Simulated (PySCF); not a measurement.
Compound: C6H4BFO.
SMILES: `C#Cc1ccoc1BF`

Torsions of this conformer, `[CH:1]#[C:2][c:3]1[cH:4][cH:5][o:6][c:7]1[BH:8][F:9]`: O6–C7–B8–F9 0°.

The closed-shell ground state was solved at several levels (PySCF, density fitting, gas phase, non-relativistic). Isolated species at its GFN2-xTB geometry (one conformer only).

```
        level  basis functions  HOMO (eV)  LUMO (eV)  gap (eV)  dipole (D)
PBE0/pcSseg-1              173      -7.18      -1.96      5.22        2.56
  B3LYP/pcJ-1              283      -6.95      -2.12      4.83        2.60
```

Q: Estimate the row for wB97X-D/def2-SVPD, a basis of 218 functions; the other rows only guide the guess.

A: HOMO -8.91 eV, LUMO -0.28 eV, gap 8.63 eV, dipole 2.53 D.

Q: Over all these levels, which gives the widest orbital gap and which the narrowest?

A: wB97X-D/def2-SVPD (range-separated hybrid) has the widest, 8.63 eV, and B3LYP/pcJ-1 (global hybrid, 20 % exact exchange) the narrowest, 4.83 eV. Functional and basis both differ between the two, so the spread mixes both effects.

Q: How far do the dipole and the HOMO energy spread over the levels?

A: The dipole runs from 2.53 to 2.60 D (mean 2.57 D) and the HOMO from -8.91 to -6.95 eV.
